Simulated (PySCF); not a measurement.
Job file and geometry (Å, from GFN2-xTB) of a spin–spin coupling run on SMILES C(=[C](OC)[GaH2])(F)F, C3H5F2GaO, B3LYP/pcJ-1 Ga:pcSseg-1 indirect spin-spin coupling, non-relativistic, gas phase (PySCF); density fitting, a coarse starting grid and PySCF grid level 2 are the driver's defaults:

```
$ OMP_NUM_THREADS=1 python probes_run.py task.json out

{"job": {"kind": "j", "xc": "B3LYP", "basis": "pcJ-1"}, "charge": 0, "multiplicity": 1}
C     -2.033581    -0.520390    -0.161506
O     -0.728945    -1.078722    -0.162236
C      0.299452    -0.258415     0.116092
Ga     2.320223    -0.475438     0.257926
C      0.253412     1.037255     0.398298
F     -0.676361     1.983637     0.519571
F      1.518025     1.622349     0.646601
H     -2.711401    -1.335811    -0.405667
H     -2.121220     0.270215    -0.911662
H     -2.284072    -0.112774     0.821707
H      3.206689    -0.275471    -1.003376
H      2.958978    -0.857121     1.622945
```

Question: What does the program print?

Answer: 
```
coarse grid: 51096 points
cycle   1  E = -2316.6866551631  dE =  3.892e-01  |g| = 1.296e+00  |ddm| = 3.159e+00
cycle   2  E = -2316.3316167980  dE =  3.550e-01  |g| = 1.935e+00  |ddm| = 1.754e+00
cycle   3  E = -2316.8437835627  dE = -5.122e-01  |g| = 3.660e-01  |ddm| = 1.374e+00
cycle   4  E = -2316.8673451377  dE = -2.356e-02  |g| = 1.190e-01  |ddm| = 3.273e-01
cycle   5  E = -2316.8692254816  dE = -1.880e-03  |g| = 3.826e-02  |ddm| = 9.477e-02
cycle   6  E = -2316.8694899588  dE = -2.645e-04  |g| = 1.250e-02  |ddm| = 3.258e-02
cycle   7  E = -2316.8695174512  dE = -2.749e-05  |g| = 1.283e-03  |ddm| = 8.538e-03
cycle   8  E = -2316.8695177133  dE = -2.622e-07  |g| = 6.081e-04  |ddm| = 1.395e-03
final grid: 108192 points
cycle   9  E = -2316.8695348440  dE =  3.466e-08  |g| = 8.432e-04  |ddm| = 1.506e-03
cycle  10  E = -2316.8695345839  dE =  2.601e-07  |g| = 1.331e-03  |ddm| = 1.676e-03
cycle  11  E = -2316.8695349997  dE = -4.157e-07  |g| = 2.494e-04  |ddm| = 1.132e-03
cycle  12  E = -2316.8695350127  dE = -1.310e-08  |g| = 2.492e-05  |ddm| = 1.874e-04
cycle  13  E = -2316.8695350128  dE = -8.095e-11  |g| = 5.209e-06  |ddm| = 1.630e-05
converged SCF energy = -2316.8695350128

Indirect spin-spin couplings (Hz)
  i      j    bonds     total        FC       PSO       DSO        SD
  0 C    1 O    1     25.429    26.618    -1.066    -0.124         -
  0 C    2 C    2     -6.798    -6.455    -0.344     0.001         -
  0 C    4 C    3      6.859     6.845    -0.061     0.075         -
  0 C    5 F    4      0.968     1.076     0.046     0.182    -0.336
  0 C    6 F    4     -1.055    -0.381    -0.350    -0.242    -0.083
  0 C    7 H    1    152.058   151.180     0.122     0.756         -
  0 C    8 H    1    148.450   147.516     0.077     0.857         -
  0 C    9 H    1    148.475   147.540     0.077     0.857         -
  0 C   10 H    4      1.167     1.310     0.191    -0.334         -
  0 C   11 H    4      1.168     1.310     0.191    -0.334         -
  1 O    2 C    1     45.649    41.639     4.198    -0.188         -
  1 O    4 C    2      6.229     5.241     1.008    -0.020         -
  1 O    5 F    3    -20.011   -10.699    -3.096     0.059    -6.275
  1 O    6 F    3     19.690     1.870    19.618     0.176    -1.973
  1 O    7 H    2    -14.456   -13.811    -0.674     0.029         -
  1 O    8 H    2     -2.548    -1.968    -0.665     0.085         -
  1 O    9 H    2     -2.549    -1.969    -0.665     0.085         -
  1 O   10 H    3     -1.729    -1.883    -0.045     0.199         -
  1 O   11 H    3     -1.730    -1.884    -0.045     0.199         -
  2 C    4 C    1    101.322   106.838    -6.018     0.502         -
  2 C    5 F    2    -45.560   -19.425   -34.848    -0.088     8.802
  2 C    6 F    2    105.248    97.996    -2.367     0.267     9.353
  2 C    7 H    3     11.975    11.964     0.480    -0.469         -
  2 C    8 H    3      1.754     1.714    -0.083     0.123         -
  2 C    9 H    3      1.759     1.719    -0.083     0.124         -
  2 C   10 H    2     24.144    24.789    -0.065    -0.580         -
  2 C   11 H    2     24.149    24.793    -0.065    -0.579         -
  4 C    5 F    1   -445.728  -416.959   -25.130     1.194    -4.833
  4 C    6 F    1   -246.346  -276.404    16.631     1.412    12.015
  4 C    7 H    4     -0.656    -0.587     0.193    -0.262         -
  4 C    8 H    4      0.596     0.515    -0.288     0.368         -
  4 C    9 H    4      0.596     0.516    -0.288     0.369         -
  4 C   10 H    3      2.799     3.186     0.013    -0.401         -
  4 C   11 H    3      2.788     3.175     0.013    -0.401         -
  5 F    6 F    2    124.533    28.776    32.910     0.075    62.772
  5 F    7 H    5      4.822     5.144     0.878    -1.008    -0.192
  5 F    8 H    5      6.829     6.629    -0.846     1.304    -0.257
  5 F    9 H    5      6.842     6.642    -0.846     1.304    -0.258
  5 F   10 H    4      8.565     9.680     0.432    -1.488    -0.059
  5 F   11 H    4      8.560     9.675     0.432    -1.489    -0.058
  6 F    7 H    5      2.418     2.605     1.144    -1.286    -0.046
  6 F    8 H    5      0.228     0.600     0.215    -0.693     0.105
  6 F    9 H    5      0.229     0.601     0.215    -0.692     0.105
  6 F   10 H    4     13.665    14.188     0.337    -0.799    -0.062
  6 F   11 H    4     13.625    14.148     0.338    -0.799    -0.062
  7 H    8 H    2    -11.722   -11.804     2.521    -2.439         -
  7 H    9 H    2    -11.701   -11.783     2.523    -2.441         -
  7 H   10 H    5     -0.268     0.167     0.693    -1.128         -
  7 H   11 H    5     -0.268     0.167     0.693    -1.128         -
  8 H    9 H    2    -10.013   -10.186     2.243    -2.070         -
  8 H   10 H    5     -0.480    -0.109     0.379    -0.750         -
  8 H   11 H    5     -0.837    -0.144     0.804    -1.497         -
  9 H   10 H    5     -0.837    -0.144     0.804    -1.497         -
  9 H   11 H    5     -0.480    -0.109     0.378    -0.749         -
 10 H   11 H    2     52.863    57.327     1.165    -5.630         -
```

Size and cost of the density-fitted run: 253 basis functions, 2.3 min wall time on 1 thread of an Intel Xeon, shared host; peak memory 1 GiB.
